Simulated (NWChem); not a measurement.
# C2H8Si2; SMILES [SiH3]/C=C\[SiH3]

Results from NWChem. Pople sets run with spherical d functions. Coordinates come from a PBE0/def2-SVP optimisation. Vertical excitations in the gas phase; the lowest state need not have the same character in each row.

For level PBE0/6-31G*, full TDDFT:

orbital gap (eV): 6.95

Estimate the same quantities for level B3LYP/6-31G*, full TDDFT.

orbital gap (eV): 6.53
